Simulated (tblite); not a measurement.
Compound: C₅H₁₃ClOSi₂.
Cartesian coordinates in Å at the GFN2-xTB level; atoms count from 1:
```
atom  x, y, z in Å
C1    -2.1739   -0.8958   -0.0140
C2    -1.1922    0.2442   -0.2777
C3    -1.7234    1.5302    0.3560
C4     0.1996   -0.1189    0.2589
C5     1.2484    0.9928    0.0376
Si6    2.9803    0.1934    0.0831
O7     2.5484   -1.3472   -0.3017
Si8    0.9697   -1.7285   -0.4433
Cl9    0.5590   -2.0395   -2.3791
H10   -2.2314   -1.1069    1.0520
H11   -1.8655   -1.8023   -0.5290
H12   -3.1685   -0.6290   -0.3643
H13   -1.1218    0.3953   -1.3611
H14   -2.7286    1.7392   -0.0043
H15   -1.0940    2.3810    0.1098
H16   -1.7620    1.4306    1.4394
H17    0.0982   -0.2604    1.3419
H18    1.0860    1.4389   -0.9473
H19    1.1222    1.7936    0.7656
H20    3.8863    0.6303   -0.9692
H21    3.5659    0.1243    1.4171
H22    0.7870   -2.9459    0.3278
```

Method: GFN2-xTB as coded in tblite; computed harmonic values from a numerical Hessian at the method's own geometry, unscaled. Against measured fundamentals such values can be off by several per cent, at times by over 20. Modes of hydrogen on silicon can be 10 to 20 % off. One conformer, not necessarily the lowest.

Harmonic wavenumbers (cm⁻¹): 59.4, 69.5, 86.0, 106.1, 175.1, 200.2, 213.9, 227.2, 293.2, 333.7, 357.8, 372.8, 422.7, 456.9, 500.7, 518.4, 583.5, 590.5, 645.0, 647.1, 711.4, 749.1, 768.1, 791.1, 819.1, 905.5, 935.0, 949.2, 974.9, 989.4, 1046.9, 1082.3, 1115.1, 1153.3, 1181.2, 1232.3, 1248.5, 1286.9, 1320.6, 1348.8, 1409.6, 1423.5, 1484.9, 1495.0, 1502.1, 1505.9, 1514.4, 2296.8, 2324.4, 2342.1, 2903.4, 2925.1, 2951.7, 2991.9, 3021.1, 3025.8, 3027.1, 3034.1, 3041.0, 3047.3.

A = 1169, B = 880.4, C = 577.6 MHz; mass 180.019 u (most abundant isotopes); point group C1, symmetry number 1.

Task: Zero-point energy?

Result: Half the sum of the wavenumbers: 37368 cm⁻¹ = 106.84 kcal/mol.

Task: Entropy at 350 K, 1 bar (ideal gas, RRHO, classical rotation)?

Result: Translation 42.29, rotation 31.15, vibration 42.75: S = 116.2 cal/(mol K).

Task: And Cp and H(350 K) − H(0)?

Result: Cp = 53.34 cal/(mol K), of which vibrations give 45.39 (their classical limit is 60 R = 119.2); H(350 K) − H(0) = 10.80 kcal/mol without the zero-point energy, 8.02 from vibrations.

Task: Blend soft modes into free rotors: weight 1/[1 + (100 cm⁻¹/ν̃)⁴] for the oscillator and the rest for a rotor with moment μB/(μ + B), μ = h/(8π²ν), B = 10⁻⁴⁴ kg m². What vibrational entropy results?

Result: 39.83 cal/(mol K) in place of 42.75, which changes −T·S at 350 K by +1.02 kcal/mol.

Task: Which modes carry the vibrational entropy at 350 K?

Result: 59.4 cm⁻¹: 4.79; 69.5 cm⁻¹: 4.48; 86.0 cm⁻¹: 4.06; 106.1 cm⁻¹: 3.65; 175.1 cm⁻¹: 2.68; 200.2 cm⁻¹: 2.43 cal/(mol K); the other 54 give 20.65 together.

Task: How do the functions run with temperature in this model?

Result: 
| T (K) | S (cal/(mol K)) | Cp (cal/(mol K)) | H − H(0) (kcal/mol) | G − H(0) (kcal/mol) | ln q(vib) |
| --- | --- | --- | --- | --- | --- |
| 150 | 83.0 | 27.9 | 2.62 | -9.84 | 3.43 |
| 250 | 100.4 | 41.1 | 6.07 | -19.02 | 6.68 |
| 298.15 | 108.1 | 47.1 | 8.20 | -24.05 | 8.27 |
| 400 | 123.7 | 58.9 | 13.61 | -35.86 | 11.62 |
| 600 | 151.1 | 76.3 | 27.24 | -63.40 | 18.06 |
| 900 | 185.5 | 93.0 | 52.86 | -114.07 | 27.04 |

q(vib) and H(0) count from the zero-point level.

Task: What must be added to the electronic energy to get the Gibbs energy at 350 K and 1 bar?

Result: ZPE + [H(350 K) − H(0)] − T·S = 106.84 + 10.80 − 40.67 = 76.97 kcal/mol.

Hindered rotation and anharmonicity are outside this model. Other conformers, if any are populated, would add a mixing term that is left out. The structure is chiral; the term R ln 2 for an equal mix with its mirror image is left out.
